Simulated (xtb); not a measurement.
C4H7FSi, SMILES C[Si@H]1C=C[C@H]1F. All values are semi-empirical tight-binding results from xtb (GFN2-xTB unless named), good for trends rather than for accurate numbers. The structure is a stationary point at GFN2-xTB. The structure was generated by enumeration; whether it is a known compound was not checked.

Optimised geometry:

```xyz
13

C      2.2063     0.1942    -0.0930
Si     0.5655    -0.6523    -0.5041
C     -0.4979    -1.2627     0.9417
C     -1.4281    -0.3123     0.8209
C     -1.0105     0.4931    -0.3784
F     -0.8062     1.8381    -0.0943
H      2.5613     0.7836    -0.9334
H      2.0980     0.8609     0.7578
H      2.9720    -0.5376     0.1462
H      0.6252    -1.4867    -1.7085
H     -0.4880    -2.0604     1.6667
H     -2.3040    -0.1220     1.4212
H     -1.7441     0.4779    -1.1901
```
Charge 0, spin multiplicity 1.

The orbital gap is 4.06 eV, the dipole moment is 2.61 D and the zero-point energy is 59.5 kcal/mol. The G − E(el) at 298.15 K (modified RRHO) is 39.6 kcal/mol and the static polarisability (D4 model) is 72.4 bohr³. The solvation energy, GFN2-xTB/ALPB(water) comes out as -3.1 kcal/mol. The solvation energy, GFN2-xTB/ALPB(ether) is -5.6 kcal/mol.

Give the atomic charges and the Wiberg bond orders between heavy atoms. (An estimate is asked for; the answer gives what the named calculation found.)

charges (e) C1 -0.20, Si2 0.48, C3 -0.15, C4 -0.04, C5 0.03, F6 -0.28, H7 0.05, H8 0.06, H9 0.04, H10 -0.06, H11 0.03, H12 0.03, H13 0.02. Bond orders C1–Si2 0.92, Si2–C3 0.91, C3–C4 1.94, Si2–C5 0.80, C4–C5 1.04, C5–F6 0.92.
